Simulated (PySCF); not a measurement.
C₂H₂F₂, SMILES C=C(F)F. Atoms are numbered in the order given.

```xyz
6

C      0.0000     0.0000     1.3819
C      0.0000     0.0000     0.0582
F      0.0000     1.0734    -0.6934
F      0.0000    -1.0734    -0.6934
H      0.0000    -0.9458     1.9200
H      0.0000     0.9458     1.9200
```
Charge 0, spin multiplicity 1.

The structure is a stationary point at PBE0-D3(BJ)/def2-SVP.

Two levels are set side by side: PBE/pcJ-1 (PySCF) and B3LYP/pcJ-1 (PySCF). One-bond couplings, all four terms, same geometry. Isotopes: 13C, 19F, 1H. Differences are taken from unrounded values.

| quantity | B3LYP | PBE | PBE minus B3LYP |
|---|---|---|---|
| ¹J(C1,C2) (Hz) | 127.2 | 116.5 | -10.7 |
| ¹J(C2,F3) (Hz) | -369.5 | -399.4 | -29.9 |
| ¹J(C2,F4) (Hz) | -369.5 | -399.4 | -30.0 |
| ¹J(C1,H5) (Hz) | 179.4 | 164.3 | -15.1 |
| ¹J(C1,H6) (Hz) | 179.4 | 164.3 | -15.1 |

Rough cost on one machine, each run with all the roots and properties that it gave: B3LYP against PBE within a factor of 2.
